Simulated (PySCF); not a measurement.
Task: Give a PBE0-D3(BJ)/def2-SVP geometry of InChI=1S/C8H9F/c9-7-2-5-8(6-7)3-1-4-8/h2,5-6H,1,3-4H2.

Result: 
Z-matrix in Å and degrees, rows numbered from 1:
```
F 
C   1  1.3244
C   2  1.3446  1  127.03
C   3  1.4935  2  107.56  1   179.76
C   4  1.5041  3  103.74  2     0.15
C   5  1.3458  4  109.81  3    -0.11
C   4  1.5608  3  120.35  2   127.80
C   7  1.5370  4   89.13  3   142.83
C   8  1.5369  7   88.23  4   -19.96
H   3  1.0890  2  127.22  1    -0.03
H   5  1.0912  4  123.51  3   179.91
H   6  1.0904  2  124.43  1     0.17
H   7  1.0996  4  117.07  3   -94.49
H   7  1.1000  4  109.96  3    30.22
H   8  1.0997  7  117.77  4  -140.65
H   8  1.1005  7  111.96  4    93.04
H   9  1.0996  4  117.06  3    94.24
H   9  1.1000  4  109.93  3   -30.45
```

Of the pairs four or more bonds apart, C5···H16 is among the closest relative to their van der Waals radii: 3.01 Å, 104 % of the sum of Bondi's values. The 5-membered ring C2–C3–C4–C5–C6 has internal angles of 103.7° to 111.6°; it is planar, 0.00 Å rms from its mean plane, widest ring torsion 0°. The C–C distances run from 1.345 Å (C2=C3, drawn double) to 1.561 Å (C4–C9, drawn single), a spread of 0.216 Å. The 4-membered ring C4–C7–C8–C9 has internal angles of 86.5° to 89.1° (sum 353°, against 360° for a flat polygon); it is puckered, 0.14 Å rms from its mean plane, widest ring torsion 20°.

Method: PBE0-D3(BJ)/def2-SVP geometry optimisation, gas phase (PySCF 2.14.0).

Point group: Cs (every atom within 0.08 Å of its image). Whether it is a minimum is left open (no frequencies).
